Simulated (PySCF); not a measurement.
O2Pb2, SMILES [O]1[Pb]2=[Pb]1[O]2. Geometry optimised at B3LYP-D3(BJ)/def2-SVP. The def2 effective core potentials stand for the cores of Pb; spin–orbit coupling is left out.

Computed equilibrium geometry at B3LYP-D3(BJ)/def2-SVP (PySCF confirms it by a frequency run) as Cartesian coordinates in Å, and its point group:
point group D2h.
```xyz
4

Pb     0.0000     0.0000     1.6198
Pb     0.0000     0.0000    -1.6198
O      0.0000    -1.3986     0.0000
O      0.0000     1.3986     0.0000
```
